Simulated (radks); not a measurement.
The numbers below are computed, except where a source is named.
Q: The mean radii <r> (bohr) of the occupied orbitals of an atom or ion are listed with their occupations. Level of theory: scalar-relativistic Kohn-Sham, Slater X-alpha with alpha = 0.781, spin-polarised, spherical densities, point nucleus (a radial shooting solver on a logarithmic mesh with Libxc functionals).

| orbital | occ. | <r> |
|---|---|---|
| 1s up | 1 | 0.02363 |
| 1s down | 1 | 0.02363 |
| 2s up | 1 | 0.1009 |
| 2s down | 1 | 0.1009 |
| 2p up | 3 | 0.08868 |
| 2p down | 3 | 0.08868 |
| 3s up | 1 | 0.2661 |
| 3s down | 1 | 0.2659 |
| 3p up | 3 | 0.2641 |
| 3p down | 3 | 0.2639 |
| 3d up | 5 | 0.2411 |
| 3d down | 5 | 0.2409 |
| 4s up | 1 | 0.6060 |
| 4s down | 1 | 0.6057 |
| 4p up | 3 | 0.6414 |
| 4p down | 3 | 0.6411 |
| 4d up | 5 | 0.7038 |
| 4d down | 5 | 0.7039 |
| 5s up | 1 | 1.457 |
| 5s down | 1 | 1.473 |
| 5p up | 3 | 1.704 |
| 5p down | 3 | 1.723 |
| 4f up | 4 | 1.046 |
| 6s up | 1 | 3.907 |

Name the element and its charge. Open shells, if any, are filled with parallel spins first.

A: Z = 60, neodymium, charge +1: Nd+ in [Xe] 4f4 6s1. The 1s radius gives Z: for a bare nucleus <r> = (2 gamma + 1)/(2Z) with gamma = sqrt(1 - (Z/c)^2), 0.02332 bohr for Z = 60, and screening makes it slightly larger (0.02363 here). The occupations add up to 59, and the charge is Z minus that.
